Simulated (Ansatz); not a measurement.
Geometry optimisation, RKS B3LYP/def2-SVP (Ansatz).

Input file:

```yaml
crystal:
  periodic: [false, false, false]
  atoms:
    - { symbol: "N", position_ang: [-0.6162, 0.4288, -0.6871] }
    - { symbol: P, position_ang: [-0.4689, 0.1309, 1.0519] }
    - { symbol: Te, position_ang: [0.8872, -1.896, 0.6628] }
    - { symbol: H, position_ang: [-1.322, -0.1724, -1.0556] }
    - { symbol: H, position_ang: [-1.0621, 1.4285, -0.7927] }
    - { symbol: H, position_ang: [0.6823, 1.0287, 1.196] }
    - { symbol: H, position_ang: [-0.14407, -2.83873, 1.73422] }
basis:
  gaussian: { orbitals: def2-SVP }
hamiltonian:
  xc: b3lyp
relax:
  f_tol: 0.015
  max_steps: 40
```

Run as:

```bash
$ ansatz run input.yaml --threads 1 --pin off --max-ram 2048MiB --backend cpu --events-out ev --progress --plain --runs-dir out
```

Question: Where does it end, and by what steps?

Answer: The run converged. After 18 steps the energy has fallen by 0.565 eV; H5 moved furthest, 1.08 Å.

| step | energy less start (eV) | largest force component (eV/Å) | accepted |
| --- | --- | --- | --- |
| 0 | 0.0000 | 3.437 | yes |
| 1 | -0.1806 | 1.049 | yes |
| 2 | -0.2517 | 0.681 | yes |
| 3 | -0.2960 | 0.237 | yes |
| 4 | -0.3368 | 0.324 | yes |
| 5 | -0.3055 | 1.715 | no |
| 6 | -0.3634 | 0.265 | yes |
| 7 | -0.3836 | 0.703 | yes |
| 8 | -0.4158 | 0.501 | yes |
| 9 | -0.3788 | 1.440 | no |
| 10 | -0.4494 | 0.522 | yes |
| 11 | -0.4807 | 0.787 | yes |
| 12 | -0.5081 | 1.555 | yes |
| 13 | -0.5425 | 0.505 | yes |
| 14 | -0.5160 | 0.644 | no |
| 15 | -0.5642 | 0.081 | yes |
| 16 | -0.5642 | 0.053 | yes |
| 17 | -0.5654 | 0.018 | yes |
| 18 | -0.5655 | 0.013 | yes |

```xyz
7
Properties=species:S:1:pos:R:3
N -1.000 0.638 -0.481
P -0.574 0.144 1.100
Te 1.150 -1.775 0.972
H -1.785 0.129 -0.883
H -0.282 0.798 -1.185
H 0.480 1.088 1.287
H -0.032 -2.912 1.299
```

Run time: 70 s on 1 thread of Arm Neoverse V1, on a shared host, peak memory 0.16 GiB.
